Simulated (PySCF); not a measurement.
# Steps of a relaxation of [Pb3]2+

[Pb3]2+ (triplet). PySCF 2.14.0, UKS PBE, Pb def2-SVP with ECP60; non-relativistic Hamiltonian with scalar-relativistic core potentials where named; density fitting; no spin-orbit coupling. Origin of the start: template. Columns: position (Å) and force (eV/Å). Energies are counted from the last step; some of the 6 steps are shown. Forces carry noise of the integration grid, about 0.01 to 0.03 eV/Å.

Run from Python with OMP_NUM_THREADS=2. Where DIIS fails, smearing, a level shift and second-order steps follow.
It took 20 s on 2 threads of Arm Neoverse V1, on a shared host, from the converged density of the start.

```xyz
3
step 0  E = 0.423 eV
Pb    1.7598    0.0000    0.0000     1.18    0.00    0.00
Pb   -0.8799    1.5241    0.0000    -0.59    1.96    0.00
Pb   -0.8800   -1.5240    0.0000    -0.59   -1.96    0.00
```

```xyz
3
step 2  E = 0.027 eV
Pb    1.8976    0.0000    0.0000    -0.14    0.00    0.00
Pb   -0.9487    1.6434    0.0000     0.07    0.71    0.00
Pb   -0.9488   -1.6433    0.0000     0.07   -0.71    0.00
```

```xyz
3
step 3  E = 0.003 eV
Pb    1.9360    0.0000    0.0000    -0.36    0.00    0.00
Pb   -0.9680    1.6766    0.0000     0.18    0.48    0.00
Pb   -0.9680   -1.6766    0.0000     0.18   -0.48    0.00
```

Where does the relaxation end?

It converges at step 5 in D3h:
```xyz
3
step 5  E = 0
Pb    1.9542    0.0000    0.0000
Pb   -0.9771    1.6924    0.0000
Pb   -0.9771   -1.6924    0.0000
```

No frequency check is given that shows the relaxed geometry to be a minimum. The relaxed state is spin-contaminated (spin squared 2.43 against 2.00). Open shells may have lower solutions than the one found.
